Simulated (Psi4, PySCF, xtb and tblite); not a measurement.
Relaxed torsion scan: CH₇BrGeSi, SMILES [GeH3][SiH2]CBr. Scanned: dihedral Ge1–Si2–C3–Br4; all other coordinates were relaxed at GFN2-xTB. Points at φ and −φ are mirror images.

Atom numbering (GFN2-xTB optimised geometry, Å):
```
11

Ge     1.6853     0.4726     0.0418
Si    -0.1977    -0.7909     0.6057
C     -1.6148    -0.1625    -0.5141
Br    -1.6638     1.7826    -0.3518
H      1.7174     0.9202    -1.3878
H      2.9797    -0.2612     0.2233
H      1.8594     1.7308     0.8297
H     -0.0776    -2.2316     0.3616
H     -0.6342    -0.5590     1.9846
H     -2.5965    -0.5252    -0.2244
H     -1.4572    -0.3758    -1.5686
```

PBE/def2-TZVP // GFN2-xTB (Psi4); RKS-B3LYP/3-21G = restricted B3LYP/3-21G // GFN2-xTB in PySCF 2.14.0; wB97X-D/def2-TZVP // GFN2-xTB (Psi4); RKS-B3LYP/6-31G* = PySCF with restricted B3LYP/6-31G*, spherical d, density fitting // GFN2-xTB; GFN2-xTB (xtb and tblite); MP2/cc-pVTZ = DF-MP2 (frozen core)/cc-pVTZ // GFN2-xTB run with Psi4 1.11.

Energies in eV, each method relative to its own lowest point.

| φ / ° | PBE/def2-TZVP | RKS-B3LYP/3-21G | wB97X-D/def2-TZVP | RKS-B3LYP/6-31G* | GFN2-xTB | MP2/cc-pVTZ |
|---|---|---|---|---|---|---|
| -150 | 0.049 | 0.053 | 0.063 | 0.048 | 0.039 | 0.093 |
| -120 | 0.100 | 0.103 | 0.111 | 0.100 | 0.075 | 0.150 |
| -90 | 0.051 | 0.052 | 0.048 | 0.057 | 0.044 | 0.077 |
| -60 | 0.009 | 0.000 | 0.000 | 0.032 | 0.000 | 0.000 |
| -30 | 0.065 | 0.050 | 0.062 | 0.091 | 0.011 | 0.059 |
| 0 | 0.112 | 0.091 | 0.113 | 0.136 | 0.035 | 0.117 |
| 30 | 0.065 | 0.050 | 0.062 | 0.091 | 0.011 | 0.059 |
| 60 | 0.009 | 0.000 | 0.000 | 0.032 | 0.000 | 0.000 |
| 90 | 0.051 | 0.052 | 0.048 | 0.057 | 0.044 | 0.077 |
| 120 | 0.100 | 0.103 | 0.111 | 0.100 | 0.075 | 0.150 |
| 150 | 0.049 | 0.053 | 0.063 | 0.048 | 0.039 | 0.093 |
| 180 | 0.000 | 0.007 | 0.014 | 0.000 | 0.006 | 0.035 |

Root-mean-square difference from the MP2/cc-pVTZ profile, itself a level with limits, after the best constant shift (eV): PBE/def2-TZVP 0.023, RKS-B3LYP/3-21G 0.016, wB97X-D/def2-TZVP 0.016, RKS-B3LYP/6-31G* 0.035, GFN2-xTB 0.026.
